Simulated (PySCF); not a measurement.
C7H12Ge.
Z-matrix (Å and degrees, PBE0-D3(BJ)/def2-SVP geometry), rows numbered from 1:
```
C 
C   1  1.5194
C   2  1.5286  1  113.04
C   3  1.4923  2  113.98  1  -179.70
C   4  1.3503  3  125.90  2   126.39
C   5  1.4766  4  118.76  3   179.25
C   6  1.3482  5  118.37  4    -0.06
Ge  7  1.9407  6  106.70  5     0.21
H   1  1.1023  2  111.24  3   -59.09
H   1  1.1018  2  111.27  3    60.54
H   1  1.1007  2  111.56  3  -179.31
H   2  1.1047  1  109.74  3   122.04
H   2  1.1035  1  110.10  3  -122.03
H   3  1.1050  2  109.53  1   -56.49
H   3  1.1069  2  108.32  1    58.59
H   5  1.0971  4  121.89  3    -0.49
H   6  1.0963  5  118.96  4   179.93
H   7  1.0913  6  123.09  5   179.80
H   8  1.5411  4  113.50  3   -61.96
H   8  1.5404  4  114.42  3    63.78
```

Method used: PySCF, delta-SCF UKS SCAN, pcX-2 on the ionised atom, pcseg-1 elsewhere, spin-free X2C. The ground state was rerun for each ionised atom, in the same mixed basis as its hole state.

```json
{"ionised atom": "C1", "basis functions": "216", "E(ground) (Eh)": "-2367.94718", "binding energy (eV)": "290.528"}
{"ionised atom": "C2", "basis functions": "216", "E(ground) (Eh)": "-2367.94817", "binding energy (eV)": "290.424"}
{"ionised atom": "C3", "basis functions": "216", "E(ground) (Eh)": "-2367.94780", "binding energy (eV)": "290.502"}
{"ionised atom": "C4", "basis functions": "216", "E(ground) (Eh)": "-2367.95088", "binding energy (eV)": "289.544"}
{"ionised atom": "C5", "basis functions": "216", "E(ground) (Eh)": "-2367.94979", "binding energy (eV)": "289.990"}
{"ionised atom": "C6", "basis functions": "216", "E(ground) (Eh)": "-2367.94984", "binding energy (eV)": "290.267"}
{"ionised atom": "C7", "basis functions": "216", "E(ground) (Eh)": "-2367.95047", "binding energy (eV)": "289.345"}
```

**Question.** Fill in the total energy of each core-ionised state.

**Answer.** With binding energy = E(ionised) − E(ground) and 27.2114 eV a hartree:

```
atom  binding energy (Eh)  E(ionised) (Eh)
  C1              10.6767       -2357.2705
  C2              10.6729       -2357.2753
  C3              10.6757       -2357.2721
  C4              10.6406       -2357.3103
  C5              10.6569       -2357.2929
  C6              10.6671       -2357.2827
  C7              10.6332       -2357.3172
```

**Question.** How much do the ground-state energies differ, and what would follow from using one of them for all holes?

**Answer.** They run from -2367.9509 Eh (core basis on C4) to -2367.9472 Eh (on C1), 0.0037 Eh or 0.10 eV apart, though the state is the same; only basis and grid differ. Pairing the ion of C1 with the ground state of C4 would put its binding energy 0.10 eV too high.

The listed C 1s values span 1.18 eV, from C7 (bonded to C (double bond), H and Ge) to C1 (bonded to C and 3 H). The widest gap between neighbouring values is 0.45 eV, between 289.54 and 289.99 eV. Summing the Pauling electronegativity differences to the bonded atoms, each weighted by its formal bond order, gives -0.89 for the lowest site and -1.05 for the highest; the largest sum, -0.35, belongs to C6, 0.26 eV below the top. The smallest sum, -1.05, belongs to C1, 1.18 eV above the lowest. The values 290.50 and 290.53 eV lie too close for their order to be trusted.

Only 1s holes are shown. Spin contamination (⟨S²⟩ against 0.75 for a pure doublet) is marked for C 1s of C4 (0.90), C 1s of C5 (0.86) and C 1s of C6 (0.92), which makes these values less certain. Geometry: PBE0-D3(BJ)/def2-SVP, one conformer, isolated molecule.

The run took 9.6 min wall, 8.3 min CPU on one thread, Intel Xeon at 2.50 GHz (x86_64), on a shared host, and the process peaked at 0.63 GiB of memory.
